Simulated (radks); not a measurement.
Results of a calculation; reference values are marked as such.
Task: All-electron atom: Si5+ in [He] 2s2 2p5. Code: a radial shooting solver on a logarithmic mesh with Libxc functionals. Model: non-relativistic Kohn-Sham, PBE, spin-polarised, spherical densities, point nucleus; open shells are filled with parallel spins first. Some entries of the table are withheld. Estimate them.

orbital  occ.  eigenvalue (eV)  <1/r> (bohr^-1)  <r> (bohr)
1s up       1        -1887.594            13.57      0.1116
1s down     1        -1885.948            13.58      0.1115
2s up       1              (1)              (2)      0.5486
2s down     1              (3)              (4)      0.5512
2p up       3        -189.6631            2.576      0.5056
2p down     2        -186.0650            2.561      0.5094
3s up       0         -68.5388           0.8989       1.567
3s down     0         -67.9029           0.8933       1.577

Result: 
(1) 2s up eigenvalue (eV): -231.2752
(2) 2s up <1/r> (bohr^-1): 2.667
(3) 2s down eigenvalue (eV): -228.0409
(4) 2s down <1/r> (bohr^-1): 2.652
